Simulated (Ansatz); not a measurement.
A search over several starts for the lowest SCF solution of the cluster Hf4 at the given spin, in a small basis.

```yaml
crystal:
  periodic: [false, false, false]
  atoms:
    - {symbol: Hf, position_ang: [-1.041176, -1.167495, -0.724001]}
    - {symbol: Hf, position_ang: [0.991726, 0.612523, -1.269896]}
    - {symbol: Hf, position_ang: [1.079691, -0.583478, 1.210438]}
    - {symbol: Hf, position_ang: [-1.030241, 1.138450, 0.783459]}
basis:
  gaussian: {orbitals: def2-SVP, initial_orbitals: start.molden}
magnetization: {spin_polarized: true, initial_magnetization: 2}
hamiltonian: {xc: pbe0, dispersion: d4}
output: {orbitals: {seedname: orbitals}}
```

The file start.molden holds the orbitals of an earlier run on this structure, at another level or in another basis.

```sh
$ ansatz run in.yaml --threads 4 --pin off --events-out ev --progress --plain --max-ram 3916MiB
```

Output, abridged:

```
Functional definition: PBE0
1388 factors; their error is unknown
mean field evaluation 1: about -5215.6462 eV, gradient 3.8e0 eV
mean field evaluation 2: about -5215.8113 eV, gradient 4.1e-1 eV
mean field evaluation 4: about -5216.1523 eV, gradient 2.2e-1 eV
mean field evaluation 8: about -5216.1527 eV, gradient 5.3e-5 eV
mean field evaluation 16: about -5216.1527 eV, gradient 1.4e-6 eV
mean field evaluation 32: about -5215.1561 eV, gradient 4.1e-2 eV
mean field evaluation 64: about -5215.1999 eV, gradient 3.4e-1 eV
mean field evaluation 96: about -5215.7201 eV, gradient 3.0e0 eV
mean field evaluation 128: about -5215.9140 eV, gradient 8.7e-2 eV
mean field evaluation 160: about -5216.0707 eV, gradient 6.8e-2 eV
mean field evaluation 192: about -5216.0914 eV, gradient 5.4e-1 eV
mean field evaluation 224: about -5216.1386 eV, gradient 4.6e-1 eV
mean field evaluation 256: about -5216.1527 eV, gradient 1.3e-6 eV
mean field -5216.15272637 eV, -191.6900770589 hartree, gradient 1.3e-6 eV, S^2 2.225196; 13 other end points of the search recorded, 0 dependent functions left out
reference -5216.15275391 eV, -191.6900780708 hartree; 25, 23 occupied and 103, 105 virtual orbitals, 1388 factors
Total energy: -5216.25672504 eV, -191.6938989394 hartree
```

Hardware: 4 threads of Arm Neoverse V1 on a shared host. Wall time 2.9 min, peak host memory 0.7 GiB.

Other converged states that the search met: 0.24 eV higher (⟨S²⟩ = 3.19).

In the def2 sets Hf takes a core potential; there is no spin–orbit coupling. The charge 0 triplet is spin-contaminated (final ⟨S²⟩ up to 2.23, 2.00 for a pure state). At PBE0-D4/def2-TZVP a quintet of charge 0 lies 0.22 eV below the triplet, each at its own geometry. That quintet is doubtful there (⟨S²⟩ 6.40, where a pure state has 6.00). The structure comes from a short search, and lower isomers may exist.
